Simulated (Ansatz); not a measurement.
`FB(S)O[SiH3]`, relaxed with RKS PBE0-D4/def2-TZVP in Ansatz 0.2.0 from a GFN2-xTB geometry. The force threshold is 0.005 eV/Å; the program also tests the step.

Charge 0, multiplicity 1.

Start:

```xyz
9

F     2.200   -0.972    0.024
B     0.958   -0.617   -0.316
S     0.319   -1.248   -1.891
O     0.273    0.154    0.486
Si   -1.057    1.002    0.900
H     1.404   -1.933   -2.229
H    -2.138    0.033    1.067
H    -1.325    1.944   -0.184
H    -0.633    1.638    2.142
```

```json
{"step": "1", "energy (eV)": "-24213.2469", "largest force (eV/Å)": "1.102", "largest move (Å)": "0.000"}
{"step": "2", "energy (eV)": "-24213.3311", "largest force (eV/Å)": "0.552", "largest move (Å)": "0.091"}
{"step": "3", "energy (eV)": "-24213.3410", "largest force (eV/Å)": "0.148", "largest move (Å)": "0.033"}
{"step": "4", "energy (eV)": "-24213.3442", "largest force (eV/Å)": "0.143", "largest move (Å)": "0.024"}
{"step": "5", "energy (eV)": "-24213.3534", "largest force (eV/Å)": "0.145", "largest move (Å)": "0.058"}
{"step": "6", "energy (eV)": "-24213.3550", "largest force (eV/Å)": "0.524", "largest move (Å)": "0.195"}
{"step": "7", "energy (eV)": "-24213.3600", "largest force (eV/Å)": "0.579", "largest move (Å)": "0.040"}
{"step": "8", "energy (eV)": "-24213.3680", "largest force (eV/Å)": "0.017", "largest move (Å)": "0.029"}
{"step": "9", "energy (eV)": "-24213.3681", "largest force (eV/Å)": "0.011", "largest move (Å)": "0.018"}
{"step": "10", "energy (eV)": "-24213.3681", "largest force (eV/Å)": "0.016", "largest move (Å)": "0.013"}
{"step": "11", "energy (eV)": "-24213.3682", "largest force (eV/Å)": "0.016", "largest move (Å)": "0.006"}
{"step": "14", "energy (eV)": "-24213.3687", "largest force (eV/Å)": "0.045", "largest move (Å)": "0.030"}
{"step": "17", "energy (eV)": "-24213.3694", "largest force (eV/Å)": "0.082", "largest move (Å)": "0.044"}
{"step": "20", "energy (eV)": "-24213.3708", "largest force (eV/Å)": "0.012", "largest move (Å)": "0.025"}
{"step": "23 (rejected)", "energy (eV)": "-24213.3564", "largest force (eV/Å)": "0.778", "largest move (Å)": "0.022"}
{"step": "26", "energy (eV)": "-24213.3719", "largest force (eV/Å)": "0.063", "largest move (Å)": "0.008"}
{"step": "29 (rejected)", "energy (eV)": "-24213.3727", "largest force (eV/Å)": "0.060", "largest move (Å)": "0.083"}
{"step": "32", "energy (eV)": "-24213.3732", "largest force (eV/Å)": "0.026", "largest move (Å)": "0.045"}
{"step": "35", "energy (eV)": "-24213.3734", "largest force (eV/Å)": "0.020", "largest move (Å)": "0.024"}
{"step": "38", "energy (eV)": "-24213.3736", "largest force (eV/Å)": "0.015", "largest move (Å)": "0.026"}
{"step": "41", "energy (eV)": "-24213.3737", "largest force (eV/Å)": "0.018", "largest move (Å)": "0.008"}
{"step": "44", "energy (eV)": "-24213.3737", "largest force (eV/Å)": "0.007", "largest move (Å)": "0.007"}
{"step": "45", "energy (eV)": "-24213.3737", "largest force (eV/Å)": "0.003", "largest move (Å)": "0.007"}
```

End:

```xyz
9

F     1.987   -1.520    0.124
B     0.957   -0.756   -0.219
S     0.522   -0.575   -1.976
O     0.268   -0.138    0.755
Si   -1.032    0.874    0.895
H     1.507   -1.374   -2.417
H    -2.051    0.192    1.727
H    -1.586    1.181   -0.447
H    -0.572    2.116    1.557
```

Hardware: 2 threads of an AMD EPYC 7R13 on a shared host and a share of an NVIDIA H100 80 GB. Wall time 95 s, peak host memory 0.92 GiB.
